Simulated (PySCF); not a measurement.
## From computed data to an observable: chemical shift, span and skew from a shielding tensor

C2H6BNO, SMILES NB1CCO1. Atoms are numbered in the order given.

```xyz
11

N      0.0487    -1.9220     0.0000
B      0.0432    -0.5246     0.0000
C      1.1012     0.6689     0.0000
C     -0.2197     1.4743     0.0000
O     -1.0728     0.2976     0.0000
H      0.8976    -2.4705     0.0000
H     -0.8055    -2.4670     0.0000
H      1.7248     0.7988    -0.8967
H      1.7248     0.7988     0.8967
H     -0.4021     2.0881    -0.8981
H     -0.4021     2.0881     0.8981
```
Charge 0, spin multiplicity 1.

The structure is a stationary point at B3LYP-D3(BJ)/def2-SVP. This is a generated structure with no PubChem entry under its InChIKey; it may be hypothetical. Other conformers were not sampled.

GIAO shieldings from PBE/pcSseg-1 (PySCF), non-relativistic, no solvent. The symmetric part of the tensor of C4 has the principal values 83.2, 85.5, 154.7 ppm. The same nucleus in TMS has σ = 182.0 ppm at this level (PySCF, at its B3LYP-D3(BJ)/def2-TZVP geometry).

Q: Work out the isotropic shielding, the ¹³C shift against TMS, the span and the skew.

A: 
σ(iso) = (σ11 + σ22 + σ33)/3 = 107.8 ppm. δ = σ(ref) − σ(iso) = 182.0 − (107.8) = 74.2 ppm.
Span Ω = σ33 − σ11 = 71.5 ppm. Skew κ = 3(σ(iso) − σ22)/Ω = 0.94. Tumbling in solution averages the tensor to δ; in a static solid the shielding alone would spread this spin-1/2 line over Ω.
